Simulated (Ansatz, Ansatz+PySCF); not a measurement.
| atom | x (Å) | y (Å) | z (Å) |
| --- | --- | --- | --- |
| C | 0.0000 | -0.0001 | -1.5146 |
| C | 0.0000 | 0.0000 | -0.0894 |
| S | 0.0000 | 0.0002 | 1.6040 |

Basis set: def2-SVP (spherical functions). Frozen core: 7 orbitals. Correlation on ROHF uses semicanonical orbitals with singles. Charge 0, multiplicity 3.

Computed with Ansatz (development build ahead of 0.2.0); each method stands on the lowest determinant of its kind that the runs found.

Question: Give the atomization energy at this shape (free ground-state atoms in the same class of orbitals less the molecule, no zero-point energy) of triplet C2S by ROHF-CCSD(T), ROHF-MP2, UHF-MP2, ROHF, UHF.

Answer:

| method | atomization energy |
| --- | --- |
| ROHF-CCSD(T) | 10.48 eV |
| ROHF-MP2 | 10.81 eV |
| UHF-MP2 | 10.64 eV |
| ROHF | 6.52 eV |
| UHF | 6.61 eV |

Caution: the shape is not the minimum. Caution for UHF-MP2, UHF: the unrestricted determinant is spin contaminated.
